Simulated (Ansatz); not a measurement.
Molecule: AsF$_{3}$, net charge 1, doublet state. 
Coordinates optimised at B3LYP-D3(BJ)/def2-TZVP (Ansatz, a program for electronic structure):
```
As
F 1 1.6703
F 1 1.6703 2 106.64
F 1 1.6703 2 106.64 3 -113.65
```
Charge +1, spin multiplicity 2.

Parts of the frozen-core correlation energy in cc-pVDZ (Ansatz, hartree). Frozen orbitals: 17; correlated occupied orbitals by spin: 13 and 12; virtual: 39 and 40. UHF or UKS for open shells. No spin-orbit coupling. No relativistic terms.

```
term                             value
-------------------------  -----------
reference (HF)             -2532.12761
MP2 opposite-spin                  [?]
MP2 same-spin                      [?]
CCSD correlation                   [?]
(T)                           -0.01563
T1 diagnostic                    0.020
largest doubles amplitude        0.026
<S^2> of the reference           0.767
```

Task: Some entries are withheld; supply them.

Result: 
- MP2 opposite-spin, value: -0.47967
- MP2 same-spin, value: -0.18521
- CCSD correlation, value: -0.66799
